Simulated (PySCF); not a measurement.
## Electron affinity of Cs by level of theory

Cs⁻ [Xe] 6s2 (1S) → Cs [Xe] 6s1 (2S), as a difference of total energies. Computed with PySCF 2.14 in aug-cc-pVDZ-X2C, with the spin-free X2C one-electron Hamiltonian (Gaussian nucleus). Correlated levels: valence: [Xe] frozen. The calculations carry no spin-orbit coupling.

Question: Order these methods by the electron affinity they give, lowest first.
A. wB97M-V
B. wB97X
C. MP2 (valence)
D. LDA

Answer: C (0.238 eV), A (0.477 eV), D (0.587 eV), B (0.635 eV).

Errors of the correlated levels include the incompleteness of this basis and the frozen core.

A negative affinity means that the anion lies above the atom at that level of theory.

In the anion the highest occupied orbital energy is positive at LDA, PBE, PBE0, r2SCAN, BHandHLYP, a self-interaction effect; the basis confines that electron, and the energy difference can still be sensible.

For comparison: 0.472 eV (measured; photodetachment measurements, as compiled on the Wikipedia data page of electron affinities).
